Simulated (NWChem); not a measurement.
System: CCl$_{2}$, singlet; SMILES Cl[C]Cl

NWChem input:

```
start job
memory heap 200 mb stack 700 mb global 900 mb
geometry units angstroms noautoz
  Cl     1.394715     0.000000    -0.159238
  C      0.000000     0.000000     0.826695
  Cl    -1.394715     0.000000    -0.159238
end
basis spherical
  * library def2-svp
end
dft
  xc m05-2x
  iterations 150
  mulliken
end
task dft energy
```

Parts of the log:

```
             Northwest Computational Chemistry Package (NWChem) 7.3.0
             --------------------------------------------------------

 C2V symmetry detected

                             Geometry "geometry" -> ""
                             -------------------------

 Output coordinates in angstroms (scale by  1.889725989 to convert to a.u.)

  No.       Tag          Charge          X              Y              Z
 ---- ---------------- ---------- -------------- -------------- --------------
    1 Cl                  17.0000     1.39471500     0.00000000    -0.14788995
    2 C                    6.0000     0.00000000     0.00000000     0.83804305
    3 Cl                  17.0000    -1.39471500     0.00000000    -0.14788995

 Effective nuclear repulsion energy (a.u.)     118.0291355863

      Symmetry information
      --------------------

 Group name             C2v
 Group number             16
 Group order               4
 No. of unique centers     2

                                 NWChem DFT Module
                                 -----------------

 Summary of "ao basis" -> "ao basis" (spherical)
 ------------------------------------------------------------------------------
       Tag                 Description            Shells   Functions and Types
 ---------------- ------------------------------  ------  ---------------------
 Cl                         def2-svp                 8       18   4s3p1d
 C                          def2-svp                 6       14   3s2p1d

      Symmetry analysis of basis
      --------------------------

        a1         20
        a2          6
        b1         16
        b2          8

            General Information
            -------------------
          SCF calculation type: DFT
          Wavefunction type:  closed shell.
          No. of atoms     :     3
          No. of electrons :    40
           Alpha electrons :    20
            Beta electrons :    20
          Charge           :     0
          Spin multiplicity:     1
          Use of symmetry is: on ; symmetry adaption is: on
          Maximum number of iterations: 150
          AO basis - number of functions:    50
                     number of shells:    22
          Convergence on energy requested:  1.00D-06
          Convergence on density requested:  1.00D-05
          Convergence on gradient requested:  5.00D-04

              XC Information
              --------------
                       M05-2X Method XC Functional
                     Hartree-Fock (Exact) Exchange  0.560
                M05-2X metaGGA Exchange Functional  0.440
                      M05-2X Correlation Potential  1.000

             Grid Information
             ----------------
          Grid used for XC integration:  medium
          Radial quadrature: Mura-Knowles
          Angular quadrature: Lebedev.
          Tag              B.-S. Rad. Rad. Pts. Rad. Cut. Ang. Pts.
          ---              ---------- --------- --------- ---------
          Cl                  1.00       88           8.0       590
          C                   0.70       49           6.0       434
          Grid pruning is: on
          Number of quadrature shells:   137
          Spatial weights used:  Erf1

      Superposition of Atomic Density Guess
      -------------------------------------

 Sum of atomic energies:        -956.27184893

      Non-variational initial energy
      ------------------------------

 Total energy =    -956.831166
 1-e energy   =   -1555.682165
 2-e energy   =     480.821863
 HOMO         =      -0.233350
 LUMO         =      -0.045854

      Symmetry analysis of molecular orbitals - initial
      -------------------------------------------------

  Numbering of irreducible representations:

     1 a1          2 a2          3 b1          4 b2

  Orbital symmetries:

     1 b1          2 a1          3 a1          4 a1          5 b1
     6 a1          7 b1          8 a1          9 b2         10 b1
    11 a2         12 a1         13 b1         14 a1         15 b1
    16 a1         17 b2         18 a2         19 b1         20 a1
    21 b2         22 a1         23 b1         24 a1         25 b1
    26 a1         27 b2         28 a1         29 b1         30 a1

     ---------------------------------------------
      Total Density - Mulliken Population Analysis
     ---------------------------------------------

    Atom       Charge   Shell Charges
 -----------   ------   -------------------------------------------------------
    1 Cl  17    17.23   2.00  1.99  1.23  0.71  5.94  2.13  3.20  0.03
    2 C    6     5.55   1.99  1.14  0.60  1.11  0.67  0.04
    3 Cl  17    17.23   2.00  1.99  1.23  0.71  5.94  2.13  3.20  0.03

   convergence    iter        energy       DeltaE   RMS-Dens  Diis-err
 ---------------- ----- ----------------- --------- --------- ---------
 d= 0,ls=0.0,diis     1   -957.9627357060 -1.08D+03  2.12D-02  5.80D-01
 d= 0,ls=0.0,diis     2   -957.9186490070  4.41D-02  1.32D-02  9.40D-01
 d= 0,ls=0.0,diis     3   -958.0403095362 -1.22D-01  2.27D-03  8.61D-03
 d= 0,ls=0.0,diis     4   -958.0416836080 -1.37D-03  6.09D-04  7.88D-04
 d= 0,ls=0.0,diis     5   -958.0418146880 -1.31D-04  4.06D-04  3.17D-05
  Resetting Diis
 d= 0,ls=0.0,diis     6   -958.0418343505 -1.97D-05  8.39D-05  1.67D-06
 d= 0,ls=0.0,diis     7   -958.0418352140 -8.63D-07  1.80D-05  1.64D-07
 d= 0,ls=0.0,diis     8   -958.0418352550 -4.10D-08  5.72D-06  8.06D-08

         Total DFT energy =     -958.041835254965
      One electron energy =    -1555.183100044074
           Coulomb energy =      540.897832010340
    Exchange-Corr. energy =      -61.785702807575
 Nuclear repulsion energy =      118.029135586344

 Numeric. integr. density =       40.000000825647

                  Occupations of the irreducible representations
                  ----------------------------------------------

                     irrep           alpha         beta
                     --------     --------     --------
                     a1                9.0          9.0
                     a2                2.0          2.0
                     b1                7.0          7.0
                     b2                2.0          2.0

                       DFT Final Molecular Orbital Analysis
                       ------------------------------------

 Vector   18  Occ=2.000000D+00  E=-4.151822D-01  Symmetry=a2
              MO Center=  2.0D-14, -5.0D-17, -1.3D-01, r^2= 3.0D+00
   Bfn.  Coefficient  Atom+Function         Bfn.  Coefficient  Atom+Function
  ----- ------------  ---------------      ----- ------------  ---------------
    12      0.468594  1 Cl py                44     -0.468594  3 Cl py
     9      0.350093  1 Cl py                41     -0.350093  3 Cl py
     6      0.200736  1 Cl py                38     -0.200736  3 Cl py

 Vector   19  Occ=2.000000D+00  E=-3.973554D-01  Symmetry=b1
              MO Center=  3.9D-15, -1.1D-16, -1.1D-01, r^2= 3.2D+00
   Bfn.  Coefficient  Atom+Function         Bfn.  Coefficient  Atom+Function
  ----- ------------  ---------------      ----- ------------  ---------------
    11      0.373159  1 Cl px                43      0.373159  3 Cl px
    13      0.302207  1 Cl pz                45     -0.302207  3 Cl pz
     8      0.283144  1 Cl px                40      0.283144  3 Cl px
    10      0.234308  1 Cl pz                42     -0.234308  3 Cl pz
     5      0.160101  1 Cl px                37      0.160101  3 Cl px

 Vector   20  Occ=2.000000D+00  E=-3.170100D-01  Symmetry=a1
              MO Center= -1.1D-15, -2.5D-16,  7.0D-01, r^2= 2.3D+00
   Bfn.  Coefficient  Atom+Function         Bfn.  Coefficient  Atom+Function
  ----- ------------  ---------------      ----- ------------  ---------------
    21      0.451393  2 C  s                 24      0.417812  2 C  pz
    13     -0.345512  1 Cl pz                45     -0.345512  3 Cl pz
    20      0.318738  2 C  s                 10     -0.242380  1 Cl pz
    42     -0.242380  3 Cl pz                27      0.223711  2 C  pz
    19     -0.141161  2 C  s                  7     -0.135378  1 Cl pz

 Vector   21  Occ=0.000000D+00  E=-7.259223D-02  Symmetry=b2
              MO Center= -6.2D-15,  1.3D-16,  5.6D-01, r^2= 2.1D+00
   Bfn.  Coefficient  Atom+Function         Bfn.  Coefficient  Atom+Function
  ----- ------------  ---------------      ----- ------------  ---------------
    23      0.564149  2 C  py                26      0.552947  2 C  py
    12     -0.342868  1 Cl py                44     -0.342868  3 Cl py
     9     -0.186568  1 Cl py                41     -0.186568  3 Cl py
     6     -0.106638  1 Cl py                38     -0.106638  3 Cl py
    14     -0.055607  1 Cl d -2              46      0.055607  3 Cl d -2

 Vector   22  Occ=0.000000D+00  E= 8.620470D-02  Symmetry=a1
              MO Center= -3.5D-14,  5.6D-16,  1.7D-01, r^2= 2.6D+00
   Bfn.  Coefficient  Atom+Function         Bfn.  Coefficient  Atom+Function
  ----- ------------  ---------------      ----- ------------  ---------------
    21      0.868485  2 C  s                 27     -0.755529  2 C  pz
    11      0.671983  1 Cl px                43     -0.671983  3 Cl px
     4     -0.596429  1 Cl s                 36     -0.596429  3 Cl s
    20      0.524566  2 C  s                 24     -0.480084  2 C  pz
    13     -0.286391  1 Cl pz                45     -0.286391  3 Cl pz

 Vector   23  Occ=0.000000D+00  E= 1.375472D-01  Symmetry=b1
              MO Center=  9.0D-15, -3.9D-17,  4.3D-01, r^2= 2.6D+00
   Bfn.  Coefficient  Atom+Function         Bfn.  Coefficient  Atom+Function
  ----- ------------  ---------------      ----- ------------  ---------------
    25      0.968451  2 C  px                22      0.619525  2 C  px
     4     -0.497029  1 Cl s                 13     -0.499067  1 Cl pz
    36      0.497029  3 Cl s                 45      0.499067  3 Cl pz
    11      0.442293  1 Cl px                43      0.442293  3 Cl px
     3     -0.214964  1 Cl s                 35      0.214964  3 Cl s

     ---------------------------------------------
      Total Density - Mulliken Population Analysis
     ---------------------------------------------

    Atom       Charge   Shell Charges
 -----------   ------   -------------------------------------------------------
    1 Cl  17    17.00   2.00  1.99  1.26  0.70  5.93  2.15  2.94  0.04
    2 C    6     5.99   1.99  1.15  0.60  1.55  0.65  0.06
    3 Cl  17    17.00   2.00  1.99  1.26  0.70  5.93  2.15  2.94  0.04

     -------------------------------------------
      Total Density - Lowdin Population Analysis
     -------------------------------------------

    Atom       Charge   Shell Charges
 -----------   ------   -------------------------------------------------------
    1 Cl  17    16.82   2.00  1.96  1.04  0.78  5.82  2.26  2.92  0.05
    2 C    6     6.36   1.98  0.96  0.65  1.46  1.22  0.11
    3 Cl  17    16.82   2.00  1.96  1.04  0.78  5.82  2.26  2.92  0.05

     Multipole analysis of the density
     ---------------------------------

     L   x y z        total         alpha         beta         nuclear
     -   - - -        -----         -----         ----         -------
     0   0 0 0     -0.000000    -20.000000    -20.000000     40.000000

     1   1 0 0     -0.000000     -0.000000     -0.000000      0.000000
     1   0 1 0     -0.000000     -0.000000     -0.000000      0.000000
     1   0 0 1     -0.567086     -0.283543     -0.283543      0.000000

     2   2 0 0    -21.339957   -128.761179   -128.761179    236.182400
     2   1 1 0      0.000000      0.000000      0.000000      0.000000
     2   1 0 1     -0.000000     -0.000000     -0.000000      0.000000
     2   0 2 0    -21.813285    -10.906642    -10.906642      0.000000
     2   0 1 1     -0.000000     -0.000000     -0.000000      0.000000
     2   0 0 2    -24.754902    -21.229273    -21.229273     17.703643
```

Level: M05-2X/def2-SVP. Low-valent species are run as closed-shell singlets; no triplet was tried in these runs. Geometry: optimised at PBE0-D3(BJ)/def2-TZVP.
